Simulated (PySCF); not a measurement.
**`CC[P@@](=O)([O-])CCC(F)(F)F`: 4 charge schemes on one density**

C5H9F3O2P (charge -1).
Geometry (GFN2-xTB, Å), atoms numbered from 1 in this order:
```xyz
20
C5H9F3O2P angstrom
C      3.349    0.447   -0.250
C      2.012    0.669    0.426
P      0.747   -0.250   -0.599
O      0.606    0.385   -1.939
O      0.981   -1.718   -0.515
C     -0.805    0.153    0.405
C     -1.891   -0.563   -0.370
C     -3.260   -0.403    0.227
F     -3.674    0.879    0.297
F     -4.227   -1.046   -0.472
F     -3.364   -0.880    1.485
H      3.294    0.818   -1.272
H      3.550   -0.622   -0.297
H      4.170    0.946    0.271
H      2.017    0.276    1.444
H      1.760    1.731    0.457
H     -0.990    1.227    0.434
H     -0.731   -0.234    1.421
H     -1.645   -1.627   -0.415
H     -1.902   -0.177   -1.393
```

Density: PBE0/pcSseg-1 (PySCF); schemes: Mulliken, IAO, Hirshfeld and ESP-fitted. The structure is a single GFN2-xTB conformer in the gas phase; no vibrational or solvent corrections. The pcSseg-1 basis has no diffuse functions, a weakness for an anion.

What partial charge does each atom carry?

In e; atoms taken as equivalent share a row and are averaged (×n: the atom named and its like, n in all):

```tsv
atom	environment	Mulliken	IAO	Hirshfeld	ESP-fitted
C1	methyl carbon	-0.286	-0.415	-0.134	-0.223
C2	sp3 carbon bound to phosphorus	-0.505	-0.532	-0.137	-0.070
P3	phosphoryl phosphorus	+1.095	+1.716	+0.364	+1.020
O4/O5	oxygen bonded to P	-0.714	-1.020	-0.483	-0.770
C6	sp3 carbon bound to phosphorus	-0.510	-0.543	-0.148	-0.438
C7	chain CH2 carbon	-0.317	-0.309	-0.104	-0.108
C8	CF3 carbon	+0.792	+0.800	+0.254	+0.575
F9/F10/F11	fluorine of a CF3 group	-0.295	-0.305	-0.120	-0.234
H12/H13/H14	methyl hydrogen	+0.101	+0.131	+0.024	+0.045
H15	methylene hydrogen	+0.102	+0.122	+0.020	-0.005
H16	methylene hydrogen	+0.102	+0.122	+0.019	-0.007
H17	methylene hydrogen	+0.116	+0.129	+0.018	+0.086
H18	methylene hydrogen	+0.116	+0.129	+0.018	+0.087
H19	methylene hydrogen	+0.153	+0.172	+0.043	+0.095
H20	methylene hydrogen	+0.153	+0.172	+0.042	+0.095
```

Mean size of the charges over all atoms: IAO 0.425 e, Mulliken 0.343 e, ESP-fitted 0.259 e, Hirshfeld 0.135 e. Each set sums to the total charge, -1, to within 0.001 e. The Hirshfeld scheme weights the molecular density at each point by an atom's share of the summed free-atom densities.

Some averages cover members that differ in this geometry: F9/F10/F11, ESP-fitted -0.262 to -0.220; H12/H13/H14, ESP-fitted +0.019 to +0.059; H12/H13/H14, Mulliken +0.075 to +0.114; H12/H13/H14, IAO +0.107 to +0.143 e.

Lowest charge. All schemes agree: Mulliken O4/O5 (-0.714); IAO O4/O5 (-1.020); Hirshfeld O4/O5 (-0.483); ESP-fitted O4/O5 (-0.770).

Highest charge. All schemes agree: Mulliken P3 (+1.095); IAO P3 (+1.716); Hirshfeld P3 (+0.364); ESP-fitted P3 (+1.020).

How closely do the schemes follow one another over all atoms?

Correlation coefficient and root-mean-square difference: Mulliken with IAO 0.98, 0.173 e; IAO with ESP-fitted 0.97, 0.229 e; Hirshfeld with ESP-fitted 0.97, 0.206 e; Mulliken with ESP-fitted 0.96, 0.133 e; IAO with Hirshfeld 0.95, 0.409 e; Mulliken with Hirshfeld 0.94, 0.268 e.

How many electrons does the IAO scheme count on F11?

Its own charge is -0.302 e, so Z − q = 9.302.

Sum the charges by element, for elements with more than one atom.

```tsv
element	atoms	Mulliken	IAO	Hirshfeld	ESP-fitted
C	5	-0.827	-1.000	-0.269	-0.263
O	2	-1.427	-2.041	-0.966	-1.540
F	3	-0.886	-0.914	-0.361	-0.701
H	9	+1.045	+1.238	+0.232	+0.484
```
